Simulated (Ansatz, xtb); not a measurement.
# Ranking isomers of C4H4BrF3O

3 gas-phase structures of C4H4BrF3O, from a drawn sample of its isomers (lower ones may exist). Each was relaxed with GFN2-xTB:

A. `FC(F)(F)[C@@H]1OC[C@@H]1Br`, a singlet
B. `FC(F)(F)C1(Br)COC1`, a singlet
C. `FC(F)(F)[C@@H]1OC[C@H]1Br`, a singlet

**Question.** Make a reasoned guess at their ranking by r2SCAN-D4/def2-SVP single-point energy.

**Answer.** Calculated order at r2SCAN-D4/def2-SVP: C (0.0), A (7.0), B (9.9) kJ/mol. Less than 1 kcal/mol parts A and B, so the order within that pair means little.

Energies above the lowest of each column, in kJ/mol; the last columns are at PBE-D3(BJ)/def2-SVP geometries:

```
structure  GFN2-xTB  HF/STO-3G  r2SCAN-D4/def2-SVP  PBE-D3(BJ)/def2-SVP  CCSD(T)/def2-SVP + ΔMP2/def2-TZVPP
        C       0.0        0.0                 0.0                  0.0                                 0.0
        A       9.1        5.8                 7.0                  6.1                                 7.9
        B       7.1        8.7                 9.9                 10.9                                10.7
```

Every level run on C puts it lowest or level with the lowest. ΔMP2 is the change of the MP2 energy from the smaller to the larger basis.

Programs: Ansatz 0.2.0, xtb 6.7.1.
